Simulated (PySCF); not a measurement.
N, quartet; MP2/6-311G** in PySCF.

The PySCF input:
```python
from pyscf import gto, scf, mp

mol = gto.Mole()
mol.atom = '''
    N     0.000000    0.000000    0.000000
'''
mol.basis = '6-311g**'
mol.charge = 0
mol.spin = 3
mol.verbose = 4
mol.build()

mf = scf.UHF(mol)
mf.kernel()

pt = mp.MP2(mf)
pt.kernel()
print('E(MP2) = %.10f' % pt.e_tot)
```

**Question.** What does PySCF print? Leave out banner, timings and long lists.

**Answer.** 
```
PySCF version 2.14.0

[INPUT] verbose = 4
[INPUT] num. atoms = 1
[INPUT] num. electrons = 7
[INPUT] charge = 0
[INPUT] spin (= nelec alpha-beta = 2S) = 3
[INPUT] symmetry False subgroup None
[INPUT] Mole.unit = angstrom
[INPUT] Symbol           X                Y                Z      unit          X                Y                Z       unit  Magmom
[INPUT]  1 N      0.000000000000   0.000000000000   0.000000000000 AA    0.000000000000   0.000000000000   0.000000000000 Bohr   0.0

nuclear repulsion = 0
number of shells = 8
number of NR pGTOs = 31
number of NR cGTOs = 18
basis = 6-311g**
ecp = {}

******** <class 'pyscf.scf.uhf.UHF'> ********
method = UHF
initial guess = minao
damping factor = 0
level_shift factor = 0
DIIS = <class 'pyscf.scf.diis.CDIIS'>
diis_start_cycle = 1
diis_space = 8
diis_damp = 0
SCF conv_tol = 1e-09
SCF conv_tol_grad = None
SCF max_cycles = 50
direct_scf = True
direct_scf_tol = 1e-13
number electrons alpha = 5  beta = 2
Set gradient conv threshold to 3.16228e-05
init E= -53.7877448426307

cycle= 1 E= -54.3487374189897  delta_E= -0.561  |g|= 0.263  |ddm|= 0.689
cycle= 2 E= -54.3944156586763  delta_E= -0.0457  |g|= 0.0735  |ddm|= 0.27
cycle= 3 E= -54.3972866092525  delta_E= -0.00287  |g|= 0.0248  |ddm|= 0.0861
cycle= 4 E= -54.3979572841972  delta_E= -0.000671  |g|= 0.00506  |ddm|= 0.0522
cycle= 5 E= -54.3979801438272  delta_E= -2.29e-05  |g|= 0.00029  |ddm|= 0.0111
cycle= 6 E= -54.3979801924439  delta_E= -4.86e-08  |g|= 3.82e-05  |ddm|= 0.000419
cycle= 7 E= -54.3979801933417  delta_E= -8.98e-10  |g|= 9.63e-07  |ddm|= 6.47e-05
Extra cycle  E= -54.3979801933419  delta_E= -1.92e-13  |g|= 1.5e-07  |ddm|= 5.6e-07
converged SCF energy = -54.3979801933419  <S^2> = 3.7555429  2S+1 = 4.0027705

******** <class 'pyscf.mp.ump2.UMP2'> ********
nocc = (np.int64(5), np.int64(2)), nmo = (18, 18)
E(UMP2) = -54.4928402269652  E_corr = -0.0948600336232932
E(SCS-UMP2) = -54.489451570276  E_corr = -0.091471376934067
E_corr(same-spin) = -0.0258007654775594
E_corr(oppo-spin) = -0.0690592681457338
E(MP2) = -54.4928402270
```
